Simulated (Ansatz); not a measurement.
Born–Oppenheimer molecular dynamics of Cl$_{3}$FGe (5 atoms, charge 0, multiplicity 1). It starts from a relaxed structure.

These are results of RKS PBE-D4/def2-SVP (Ansatz 0.2.0), not measurements.

```yaml
ensemble: NVT, Langevin thermostat
time_step: 1 fs
steps_asked: 300
set_temperature: 500 K
friction: 0.05 /fs
temperature_schedule: 75 steps to 500 K, then 225 steps to 10 K
seed: 491997
```

First frame:

```xyz
5
Properties=species:S:1:pos:R:3
Ge 0.028 0.048 0.020
Cl 0.001 0.001 2.158
Cl 2.035 0.001 -0.718
Cl -1.016 1.762 -0.718
F -0.791 -1.371 -0.560
```

Q: How far do the bonds stretch over the last three quarters of this one trajectory? (Pairs bonded in most of those frames.)

A: 
| bond | mean (Å) | spread (Å) | shortest | longest |
| --- | --- | --- | --- | --- |
| Ge1–Cl2 | 2.154 | 0.033 | 2.07 | 2.24 |
| Ge1–Cl3 | 2.135 | 0.040 | 2.07 | 2.23 |
| Ge1–Cl4 | 2.148 | 0.045 | 2.06 | 2.23 |
| Ge1–F5 | 1.741 | 0.042 | 1.64 | 1.80 |

Mean temperature of the second half: 240 K. The schedule's set-point averaged 173 K over the second half and the system 240 K, so it lags behind the ramp. A run of 0.3 ps of so small a system gives no equilibrium averages.

The run took 7 min on 2 threads of Arm Neoverse V2, on a shared host, peak memory 0.15 GiB.
